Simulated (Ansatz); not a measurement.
CH6O3Sn, SMILES `C[O][SnH]([OH])[OH]`, one more setting.

```yaml
crystal:
  periodic: [false, false, false]
  atoms:
    - {symbol: C, position_ang: [0.020005, 1.579361, -0.769856]}
    - {symbol: O, position_ang: [0.863769, 0.452807, -0.846596]}
    - {symbol: Sn, position_ang: [0.608964, -1.064843, 0.354415]}
    - {symbol: O, position_ang: [-1.064266, -1.949195, -0.148350]}
    - {symbol: O, position_ang: [0.231438, -0.431302, 2.157609]}
    - {symbol: H, position_ang: [-1.015458, 1.343197, -1.048066]}
    - {symbol: H, position_ang: [0.011790, 2.025350, 0.231858]}
    - {symbol: H, position_ang: [0.393624, 2.329486, -1.472199]}
    - {symbol: H, position_ang: [2.001221, -2.020632, 0.290789]}
    - {symbol: H, position_ang: [-1.276147, -1.858179, -1.080747]}
    - {symbol: H, position_ang: [-0.709540, -0.463150, 2.351744]}
basis:
  gaussian: {orbitals: def2-TZVP}
hamiltonian: {xc: {name: wB97X}}
scf: {lower_state_search: off}
output: {forces: true}
```

```sh
$ ansatz run in.yaml --threads 4 --pin off --events-out ev --progress --plain --max-ram 10444MiB
```

Output, abridged:

```
Functional definition: wB97X
1329 factors; their error is unknown
330 factors; integrals over basis functions are off by at most 9.3e-6 eV
mean field evaluation 1: about -13099.2008 eV, gradient 8.4e1 eV
mean field evaluation 2: about -13094.4610 eV, gradient 1.0e2 eV
mean field evaluation 4: about -13110.8021 eV, gradient 1.9e0 eV
mean field evaluation 8: about -13110.8040 eV, gradient 6.9e-2 eV
mean field evaluation 16: about -13110.8433 eV, gradient 1.8e-4 eV
mean field -13110.84330028 eV, -481.8146044365 hartree, gradient 2.7e-6 eV, S^2 0.000000; 0 other end points of the search recorded, 0 dependent functions left out
reference -13110.84325810 eV, -481.8146028863 hartree; 29, 29 occupied and 181, 181 virtual orbitals, 1329 factors
Total energy: -13110.84325810 eV, -481.8146028863 hartree
Atom 0 at     0.020005     1.579361    -0.769856 Å, force    -0.070032     0.177133    -0.046731 eV/Å
Atom 1 at     0.863769     0.452807    -0.846596 Å, force     0.029916    -0.129262     0.048574 eV/Å
Atom 2 at     0.608964    -1.064843     0.354415 Å, force     0.120432    -0.029292    -0.009718 eV/Å
Atom 3 at    -1.064266    -1.949195    -0.148350 Å, force     0.018283     0.039402    -0.089773 eV/Å
Atom 4 at     0.231438    -0.431302     2.157609 Å, force    -0.092243    -0.008266    -0.019362 eV/Å
Atom 5 at    -1.015458     1.343197    -1.048066 Å, force     0.028850    -0.013913     0.005314 eV/Å
Atom 6 at     0.011790     2.025350     0.231858 Å, force     0.012613    -0.025400    -0.013755 eV/Å
Atom 7 at     0.393624     2.329486    -1.472199 Å, force    -0.024702    -0.020032     0.030127 eV/Å
Atom 8 at     2.001221    -2.020632     0.290789 Å, force    -0.048011     0.024797     0.000471 eV/Å
Atom 9 at    -1.276147    -1.858179    -1.080747 Å, force    -0.032101    -0.034114     0.057796 eV/Å
Atom 10 at    -0.709540    -0.463150     2.351744 Å, force     0.056995     0.018946     0.037058 eV/Å
Dipole moment:    -0.134483    -0.013650    -0.235092 e Å
Checks for a lower state left out: stability, starts, cluster_reference, orbital_swaps, neighbouring_geometries, increment
```

Hardware: 4 threads of an INTEL XEON PLATINUM 8581C on a shared host. Wall time 3.2 s, peak host memory 0.64 GiB.
